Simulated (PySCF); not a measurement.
This PySCF input asks for the NMR shieldings of `C(P(CC=C)PC=C)C`, C7H14P2; the geometry comes from GFN2-xTB.

```python
import basis_set_exchange as bse
import numpy as np
from pyscf import gto, dft
from pyscf.prop import nmr

atoms = """
C    -1.824206   -2.653809    0.814161
C    -0.596674   -2.185844    0.956527
C     0.094683   -1.327017   -0.041590
P     0.248885    0.424160    0.623507
C    -1.529408    0.928734    0.370682
C    -1.772278    2.380040    0.760029
P     1.065655    1.296404   -1.212711
C     2.774913    0.731329   -0.933984
C     3.332891   -0.215362   -1.672608
H    -2.407311   -2.456530   -0.071012
H    -2.295278   -3.259546    1.569244
H    -0.034410   -2.395202    1.857445
H     1.114790   -1.685594   -0.212844
H    -0.445823   -1.309708   -0.992144
H    -2.128041    0.266489    1.003655
H    -1.815297    0.757099   -0.671190
H    -1.432779    2.562955    1.777974
H    -2.833454    2.615906    0.701725
H    -1.235465    3.052956    0.093135
H     1.251971    2.543017   -0.600527
H     3.322137    1.200574   -0.125736
H     4.338920   -0.562436   -1.497152
H     2.800829   -0.681632   -2.486508
"""
names = dict.fromkeys(["C", "P", "H"], "pcSseg-1")
basis = {el: gto.basis.parse(bse.get_basis(n, elements=[el], fmt="nwchem")) for el, n in names.items()}
mol = gto.M(atom=atoms, basis=basis, charge=0, verbose=0)
mf = dft.RKS(mol, xc="PBE0")
mf.grids.level = 2
mf.grids.alignment = dft.numint.BLKSIZE   # the property module wants whole blocks of grid points
mf.conv_tol = 1e-9
mf.kernel()

calc = nmr.RKS(mf)   # GIAO
C = mf.mo_coeff
Co = C[:, mf.mo_occ > 0]
resp = mf.gen_response(singlet=True, hermi=2)
def vind(x):   # induced exchange potential for any number of trial vectors
    d = np.einsum("pi,xij,qj->xpq", C, 2 * x.reshape(-1, C.shape[1], Co.shape[1]), Co, optimize=True)
    return np.einsum("xpq,pi,qj->xij", resp(d - d.transpose(0, 2, 1)), C, Co, optimize=True).ravel()
mo1, _ = nmr.rhf.solve_mo1(calc, with_cphf=vind)
sigma = calc.kernel(mo1)
for i, s in enumerate(sigma):   # ppm
    w = np.linalg.eigvalsh((s + s.T) / 2)
    print("%2d %-2s iso %8.1f  s11 %8.1f  s22 %8.1f  s33 %8.1f" % (i, mol.atom_pure_symbol(i), w.mean(), *w))
```

**Question.** What does it print?

**Answer.** 
```
 0 C  iso     63.6  s11    -49.3  s22     83.1  s33    156.9
 1 C  iso     43.4  s11    -75.1  s22     47.4  s33    158.1
 2 C  iso    146.4  s11    124.4  s22    152.1  s33    162.7
 3 P  iso    393.3  s11    368.2  s22    382.6  s33    429.1
 4 C  iso    161.2  s11    144.7  s22    165.1  s33    173.8
 5 C  iso    174.2  s11    163.1  s22    172.1  s33    187.4
 6 P  iso    425.8  s11    338.6  s22    443.6  s33    495.3
 7 C  iso     47.0  s11    -68.1  s22     37.5  s33    171.7
 8 C  iso     45.6  s11    -79.8  s22     58.5  s33    158.3
 9 H  iso     26.4  s11     22.2  s22     25.6  s33     31.3
10 H  iso     26.4  s11     23.1  s22     25.4  s33     30.6
11 H  iso     25.7  s11     22.9  s22     25.3  s33     28.9
12 H  iso     29.2  s11     23.7  s22     29.8  s33     34.1
13 H  iso     29.7  s11     25.9  s22     29.5  s33     33.8
14 H  iso     29.7  s11     23.4  s22     30.4  s33     35.4
15 H  iso     30.4  s11     26.6  s22     29.6  s33     35.1
16 H  iso     30.7  s11     26.1  s22     28.8  s33     37.4
17 H  iso     30.3  s11     24.9  s22     27.3  s33     38.6
18 H  iso     30.8  s11     25.1  s22     31.2  s33     36.1
19 H  iso     27.7  s11     22.8  s22     27.1  s33     33.4
20 H  iso     24.7  s11     21.7  s22     23.5  s33     28.9
21 H  iso     25.4  s11     21.7  s22     24.8  s33     29.7
22 H  iso     25.6  s11     20.8  s22     25.0  s33     30.9
```

These numbers come from an equivalent density-fitted implementation of the same equations, which agrees with the script to about 0.01 ppm for H and up to a few tenths of a ppm for heavy atoms, so last digits may differ.

Size and cost of the density-fitted run: 237 basis functions, 51 s wall time on 1 thread of an Arm Neoverse V1, shared host.
